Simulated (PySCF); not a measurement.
# `C1=CC1[C@H](F)Br`, C₄H₄BrF

Molfile (atoms numbered from 1):
```
C4H4BrF
     RDKit          3D

 10 10  0  0  0  0  0  0  0  0999 V2000
   -1.4410   -1.6583    0.4394 F   0  0  0  0  0  0  0  0  0  0  0  0
   -1.0633   -0.3560    0.4013 C   0  0  2  0  0  0  0  0  0  0  0  0
   -2.6256    0.6748   -0.2277 Br  0  0  0  0  0  0  0  0  0  0  0  0
    0.1148   -0.1487   -0.5067 C   0  0  0  0  0  0  0  0  0  0  0  0
    1.0550    0.9905   -0.2485 C   0  0  0  0  0  0  0  0  0  0  0  0
    1.4999   -0.1838    0.0780 C   0  0  0  0  0  0  0  0  0  0  0  0
   -0.8732   -0.0301    1.4302 H   0  0  0  0  0  0  0  0  0  0  0  0
   -0.0647   -0.4956   -1.5208 H   0  0  0  0  0  0  0  0  0  0  0  0
    1.1620    2.0424   -0.3355 H   0  0  0  0  0  0  0  0  0  0  0  0
    2.2449   -0.8305    0.4679 H   0  0  0  0  0  0  0  0  0  0  0  0
  1  2  1  0
  2  3  1  0
  2  4  1  0
  4  5  1  0
  5  6  2  0
  6  4  1  0
  2  7  1  1
  4  8  1  0
  5  9  1  0
  6 10  1  0
M  END
```

Level of theory: PySCF 2.14.0, GIAO HF/pcSseg-1 magnetisability, rotational g tensor and spin-rotation constants, non-relativistic, gas phase. Geometry: GFN2-xTB.

The calculation is non-relativistic, which matters for the atoms heavier than Zn.

Problem. Give the nuclear spin-rotation constants along the inertial axes (H = +C I·J) beside the isotropic shieldings.

Solution. Rotational constants 4.5184, 1.4052, 1.1134 GHz. A star marks the isotopologue with that one atom substituted, in its own axes.
```csv
atom,isotope,Caa (kHz),Cbb (kHz),Ccc (kHz),mean (kHz),σ (ppm)
F1,19F,1.471,0.948,1.057,1.159,358.2
Br3,79Br,2.388,1.856,2.515,2.253,2226.8
H7,1H,-0.444,-0.161,0.075,-0.177,26.9
H8,1H,-0.462,-0.155,0.027,-0.197,29.8
H9,1H,-0.520,0.144,-0.113,-0.163,24.6
H10,1H,0.284,-0.096,-0.115,0.024,24.2
C2,13C*,1.224,0.334,0.319,0.626,85.1
C4,13C*,0.754,0.243,0.067,0.354,173.1
C5,13C*,1.411,0.543,0.175,0.710,71.7
C6,13C*,2.209,0.325,0.179,0.904,67.0
```
For the geometry as given, no vibrational averaging.

Problem. How do the rotational constants and the g tensor change when H7, H8, H9, H10 are replaced by deuterium?

Solution. Constants 4.1369, 1.3106, 1.0506 GHz; g -0.0276, -0.0072, -0.0032, against -0.0301, -0.0075, -0.0032 before.
